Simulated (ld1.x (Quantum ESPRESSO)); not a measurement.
beryllium (Be), TM: configuration errors across variants

Be, norm-conserving Troullier–Martins (Kleinman–Bylander form), made with ld1.x (Quantum ESPRESSO) 7.5 (PBEsol, non-relativistic). Core [He], reference 2s1.75 2p0.25. Waves: 2s (bound): rc 1.30 bohr; 2p (bound): rc 4.20 bohr; 3d channel at 0.15 Ry: rc 4.50 bohr. Local part: the d channel. Core correction: none.

All-electron excitation energies from the reference (eV): (1) 2s2 2p0 -0.895; (2) 2s1 2p0 8.562; (3) 2s1.5 2p0 2.826; (4) 2s0 2p1 12.466; (5) 2s0 2p2 6.313; (6) 2s1 2p1 2.697.

3 further variants failed, have other tests or too few solved ones, and are left out.

Errors AE − PS in meV (a dash: test not solved or not reliable):

```tsv
change	(1)	(2)	(3)	(4)	(5)	(6)	bound ghosts
base	-1.3	+31	+9.6	-127	-54	-11	none
wave 3d channel at 0.15 Ry: rc 4.50 bohr becomes 3d channel at 0.15 Ry: rc 3.18 bohr	-1.3	+29	+8.8	-131	-54	-11	none
all radii scaled by about 1.30 (s 1.68, p 5.44, d 5.84 bohr)	-2.5	+67	+24	-262	-108	-21	none
wave 2p (bound): rc 4.20 bohr becomes 2p (bound): rc 3.24 bohr	-0.4	+19	+4.7	-44	-15	-4.2	none
local potential the s channel	-1.3	+28	+8.7	-131	-55	-11	none
wave 2s (bound): rc 1.30 bohr becomes 2s (bound): rc 1.36 bohr	-1.2	+31	+9.6	-126	-54	-11	none
core correction a·sin(br)/r model core inside 0.70 bohr	-1.4	+29	+9.6	-155	-76	-13	none
core correction a·sin(br)/r model core inside 0.60 bohr	-1.4	+29	+9.6	-156	-76	-13	none
```

**Question.** Give the same row for: wave 3d channel at 0.15 Ry: rc 4.50 bohr becomes 3d channel at -0.2 Ry: rc 4.50 bohr.

**Answer.** -1.3, +30, +9.4, -126, -54, -11; bound ghosts: none.
